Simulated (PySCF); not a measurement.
Calculated NMR data

PySCF calculation with structure optimised with PBE0-D3(BJ)/def2-SVP and NMR shieldings at PBE0/pcSseg-1/GIAO; averaged over atoms made equivalent by symmetry, fast rotation or ring inversion, no relativistic terms, no solvent, a single conformation.

Scale: ¹H (31.27 ppm) and ¹³C (184.41 ppm) vs TMS (reference shieldings calculated alike). Splittings of carbon signals by F and P are missing where no couplings were computed. Where no couplings were computed, multiplicities follow the n + 1 count of equivalent neighbours, and m marks all less simple cases (inequivalent or close neighbours, rings, F or P nearby). Acid and N–H amide carbonyl carbons lie up to 10 ppm further downfield in solution (hydrogen bonding). Shifts are as computed. Against solution values, carbons near 30 ppm lie about +2 ppm off and those near 130 ppm about +5 ppm. Of 1211 compounds with measured shifts, 218 miss one by over three times the rms of a fit or turn the order of signals round; such compounds aren't used in these exercises. OH and NH positions are gas-phase values without hydrogen bonding to other molecules.

**1.** SMILES C1=CCC(NC(C)=O)=CC1, C$_{8}$H$_{11}$NO. ¹H NMR (500 MHz, computed): δ 5.83 (m, 1H), 5.71 (m, 1H), 5.49 (br, 1H), 4.52 (t, 1H), 3.59 (m, 2H), 2.89 (m, 2H), 1.82 (s, 3H). ¹³C{¹H} NMR (computed): δ 166.7 (C), 142.2 (C), 132.0 (CH), 130.1 (CH), 103.1 (CH), 30.5 (CH2), 29.1 (CH2), 25.2 (CH3).

**2.** SMILES CC(C)(C)[C@@H]1C[C@@H]1F, C$_{7}$H$_{13}$F. ¹H NMR (500 MHz, computed): δ 4.36 (m, 1H), 1.04 (s, 9H), 0.84 (m, 1H), 0.57 (m, 1H), 0.28 (m, 1H). ¹³C{¹H} NMR (computed): δ 73.6 (CH), 30.9 (CH3), 30.5 (C), 28.4 (CH), 8.5 (CH2).
